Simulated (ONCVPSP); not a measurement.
Cutoff test, lithium (Li), ONCV

ONCVPSP 4.0.1 input, shortened (lines: element, Z, core and valence counts, functional; n l f; lmax; l rc ep ncon nbas qcut; lloc lpopt rc5 dvloc0; l nproj debl; icmod fcfact rcfact), PBE, scalar-relativistic:

```
  Li 3.00    1    1        4      upf
    1    0    2.00
    2    0    1.00
    2
    0    2.55    0.00    3    8    3.20
    1    2.80    0.02    5   10    2.90
    2    2.05    0.44    4    8    4.50
    4    5    1.60    4.00
    0    2    1.80
    1    2    2.30
    2    2    1.50
    3    5.50    1.15
```

In the p channel the program set the typed energies aside and used 0.050, 2.350 Ha.

Q: For each optimised wave give the share of its norm inside rc, the residual kinetic energy above qcut (Ha) and the cutoffs (Ha) for errors of 10, 1, 0.1 and 0.01 mHa per electron.

A:

| wave | norm inside rc | residual KE | 10 mHa | 1 mHa | 0.1 mHa | 0.01 mHa |
| --- | --- | --- | --- | --- | --- | --- |
| 2s | 0.215 | 2.5e-06 | 0.4 | 2.2 | 3.5 | 4.5 |
| s projector 2 | 0.200 | 9.0e-04 | 4.2 | 5.3 | 7.7 | 35.4 |
| p projector 1 | 0.502 | 5.5e-04 | 1.9 | 3.8 | 14.9 | 40.1 |
| p projector 2 | 0.240 | 8.4e-02 | 5.8 | 32.7 | 51.8 | 57.2 |
| d projector 1 | 0.075 | 9.9e-06 | 1.5 | 2.8 | 6.8 | 10.1 |
| d projector 2 | 0.307 | 6.9e-04 | 4.8 | 9.3 | 13.0 | 32.7 |

The occupied waves need 2.2 Ha and 3.5 Ha for 1 and 0.1 mHa. The cutoffs count occupied waves only; projector 2 of the p channel, the hardest unoccupied one, needs 33 Ha at the loose tolerance. Note: no bound ghost flagged; GHOST(+) flagged for s at 80.6 eV. 1 of 2 tests not solved or not reliable.
